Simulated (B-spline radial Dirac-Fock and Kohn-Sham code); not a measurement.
## Form factor and incoherent scattering function of Fe

System: the Fe atom, configuration 1s2 2s2 2p6 3s2 3p6 3d5 4s2 4p1 (an excited configuration).

The run's input, task.json:

```json
{"items": [{
  "Z": 26,
  "q": 0,
  "cfg": [[1, 0, 2], [2, 0, 2], [2, 1, 6], [3, 0, 2], [3, 1, 6], [3, 2, 5], [4, 0, 2], [4, 1, 1]],
  "A": 56,
  "rrms": 3.7377,
  "do": ["scatter"],
  "s": [0.0, 0.06, 0.07, 0.09, 0.11, 0.14, 0.18, 0.22, 0.28, 0.35, 0.44, 0.55, 0.69, 0.87, 1.09, 1.36, 1.71, 2.14, 2.68, 3.36, 4.21, 5.28, 6.62],
  "pz": [0, 0.1, 0.15, 0.21, 0.31, 0.45, 0.66, 0.97, 1.4, 2.1, 3.0, 4.4, 6.4, 9.4, 14.0, 20.0, 29.0, 43.0, 63.0, 91.0, 130.0],
  "hv_scatter": [2000, 5000, 10000, 20000, 30000, 100000, 200000, 1000000]
}]}
```

Run with: `python xray_run.py task.json out`

Calculated with a radial B-spline solver, using Dirac-Fock orbitals of the configuration average with a finite nucleus. f₀ is the Fourier transform of the spherical electron density, S the Waller-Hartree incoherent function, and s = sin θ/λ. The electron scattering factor follows from the Mott-Bethe formula f_e = 0.023934 Å⁻¹·(Z − f₀)/s².

```
s (Å⁻¹)      f₀       S  f_e (Å)
      0  26.000   0.000        –
   0.06  24.855   1.530    7.613
   0.07  24.503   1.941    7.314
   0.09  23.740   2.754    6.678
   0.11  22.946   3.510    6.040
   0.14  21.777   4.506    5.157
   0.18  20.325   5.655    4.192
   0.22  18.992   6.716    3.465
   0.28  17.141   8.254    2.704
   0.35  15.138   9.927    2.122
   0.44  12.845  11.811    1.626
   0.55  10.600  13.745    1.218
   0.69   8.646  15.711    0.872
   0.87   7.196  17.544    0.595
   1.09   6.181  19.084    0.399
   1.36   5.216  20.470    0.269
   1.71   4.040  21.832    0.180
   2.14   2.866  22.987    0.121
   2.68   1.963  23.858    0.080
   3.36   1.439  24.483    0.052
   4.21   1.161  24.971    0.034
   5.28   0.942  25.381    0.022
   6.62   0.709  25.685    0.014
```

f₀ starts at the number of electrons, 26, and has fallen to half at s ≈ 0.43 Å⁻¹. The sum of ⟨r²⟩ over the electrons is 48.78 bohr². It fixes the forward electron scattering factor, f_e(0) = (a₀/3)Σ⟨r²⟩ = 8.605 Å.
